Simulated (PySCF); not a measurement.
# GeB⁺ at B97-3

Computed with B97-3; PySCF, spin-free X2C with a Gaussian nucleus, basis sets Ge x2c-SVPall, B x2c-SVPall.

```json
{
  "state": "³Π (triplet), unpaired electrons σ ↑, π ↑",
  "bond length": "2.181 Å",
  "harmonic wavenumber": "475 cm⁻¹",
  "force constant": "1.27 mdyn/Å",
  "rotational constant Be": "0.3698 cm⁻¹",
  "anharmonicity ωexe": "4.96 cm⁻¹",
  "vibration–rotation constant αe": "0.00438 cm⁻¹",
  "well depth De to Ge⁺ + B": "2.37 eV",
  "dissociation energy D0": "2.34 eV",
  "bond order (Mayer)": "1.31",
  "dipole moment (positive dipole points towards B; it is taken about the centre of mass and depends on that origin)": "1.72 D"
}
```

Spin–orbit coupling is left out. For an ion De counts to the pair picked by the measured ionisation energies or electron affinities, which need not be the lowest pair at this level. The state is the lowest determinant that a PBE0 search found; another state may lie lower at other levels.
